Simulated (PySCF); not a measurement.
Correlation energy of Ag (silver, neutral)

[Kr] 4d10 5s1, 2S determinant. All numbers are calculated (PySCF 2.14, the spin-free X2C one-electron Hamiltonian (Gaussian nucleus), in x2c-QZVPPall with one added diffuse shell each of s, p, d, f, g type (14s9p8d5f3g, 143 functions)). Frozen: [Ar] 3d10; 19 electrons correlated.

MP2 pair energies summed by pair of shells (mhartree):

```json
{"pair": "4d-4d", "energy": "-374.45", "share (%)": "51.5"}
{"pair": "4p-4d", "energy": "-188.12", "share (%)": "25.9"}
{"pair": "4p-4p", "energy": "-50.96", "share (%)": "7.0"}
{"pair": "4d-5s", "energy": "-40.27", "share (%)": "5.5"}
{"pair": "4s-4d", "energy": "-38.76", "share (%)": "5.3"}
{"pair": "4s-4p", "energy": "-26.16", "share (%)": "3.6"}
{"pair": "4s-4s", "energy": "-4.54", "share (%)": "0.6"}
{"pair": "4p-5s", "energy": "-3.66", "share (%)": "0.5"}
{"pair": "4s-5s", "energy": "-0.36", "share (%)": "0.0"}
```

Total MP2 correlation energy: -727.29 mhartree.

Same-spin part -239.85 and opposite-spin part -487.44 mhartree; SCS-MP2 scales them by 1/3 and 6/5 to -664.87 mhartree.

This basis was not built for core-valence correlation, so the inner-shell part is incomplete.
